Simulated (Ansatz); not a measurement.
Basis-set extrapolation for CH7AlFNSi (`[F][AlH][NH]C[SiH3]`) (PBE0-D4/def2-TZVP geometry, frozen core, the Gaussian-basis code of Ansatz). Multiplicity 1, RHF reference.

```json
{"": "HF", "def2-TZVPP": "-726.884792", "def2-QZVPP": "-726.911077"}
{"": "MP2 correlation", "def2-TZVPP": "-0.843699", "def2-QZVPP": "-0.909638"}
{"": "CCSD(T) correlation", "def2-TZVPP": "-0.919525", "def2-QZVPP": "not run"}
```

Energies in hartree. Use E(X) = E(∞) + A·exp(−7.88·√X) for Hartree–Fock and E(X) = E(∞) + B·X^(−2.97) for correlation, with X = 3 and 4, and add CCSD(T) minus MP2 of the smaller set to the MP2 limit.

Problem. What is the CCSD(T) energy at the basis-set limit?

Solution. HF limit: -726.911077 + (-0.026285) × 0.13774 = -726.91470. MP2 limit: -0.909638 + (-0.065939) × 0.74074 = -0.95848. Higher-order term: -0.919525 − (-0.843699) = -0.07583. Total: -727.94901 hartree, 379.9 kJ/mol below CCSD(T)/def2-TZVPP.
